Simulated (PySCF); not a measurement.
C2H4BClO, SMILES C=CB(O)Cl. Atoms are numbered in the order given.

```xyz
9

B     -0.2169    -0.0377     0.0000
Cl     0.4248    -1.7034     0.0000
C      0.7575     1.1777     0.0000
C      0.2985     2.4369     0.0000
H      1.8398     1.0039     0.0000
H      0.9683     3.3048     0.0000
H     -0.7778     2.6445     0.0000
O     -1.5562     0.1479     0.0000
H     -2.0546    -0.6777     0.0000
```
Charge 0, spin multiplicity 1.

Geometry optimised at ωB97X-D3(BJ)/def2-SVP. The values are those of a single conformer.

Level of theory: ωB97X/def2-TZVP run with PySCF.

Symmetry labels are those of the subgroup Cs that the program uses (full group Cs).

Computed valence orbital energies around the gap with their symmetry:
| orbital | symmetry | energy (eV) |
|---|---|---|
| HOMO−7 | A' | -15.65 |
| HOMO−6 | A' | -14.82 |
| HOMO−5 | A" | -13.92 |
| HOMO−4 | A' | -13.09 |
| HOMO−3 | A' | -12.13 |
| HOMO−2 | A" | -11.81 |
| HOMO−1 | A' | -11.43 |
| HOMO | A" | -10.53 |
| LUMO | A" | 0.82 |
| LUMO+1 | A' | 2.87 |
| LUMO+2 | A' | 4.02 |
| LUMO+3 | A" | 4.16 |
